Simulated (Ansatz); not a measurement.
C2H8BNSi (`CN1BC1[SiH3]`). Charge 0, multiplicity 1.

Cartesian coordinates in Å:
```
C -0.509 -0.909 1.630
N -0.715 -0.602 0.258
B -1.369 -0.349 -0.878
C 0.206 -0.302 -0.864
Si 1.161 1.299 -0.866
H 0.038 -0.104 2.133
H -1.473 -1.041 2.125
H 0.073 -1.831 1.740
H -2.427 -0.261 -1.399
H 0.743 -1.172 -1.257
H 2.324 1.292 0.070
H 1.689 1.567 -2.232
H 0.260 2.413 -0.460
```

Question: List the harmonic frequencies (cm⁻¹, unscaled) at PBE0-D4/def2-TZVP in Ansatz. (Best estimate.)

Answer: Ansatz gave: 97, 110, 166, 195, 254, 340, 574, 604, 691, 742, 805, 888, 923, 942, 953, 982, 1002, 1063, 1139, 1191, 1287, 1444, 1475, 1492, 1673, 2191, 2209, 2217, 2751, 3027, 3036, 3083, 3130.

Question: Is this a minimum?

Answer: Yes, all 33 modes are real.

Question: Give the ideal-gas thermochemistry at 298.15 K and 1 bar (rigid rotor, harmonic oscillator; point group C1, symmetry number 1).

Answer: Zero-point energy 255.2 kJ/mol; H(298) − E = 276.9 kJ/mol; entropy 346.3 J/(mol·K), of which translation 164.3, rotation 110.8, vibration 71.2; G(298) − E = 173.7 kJ/mol. Modes under 100 cm⁻¹ are hindered rotations or soft bends, so the harmonic entropy is rough.
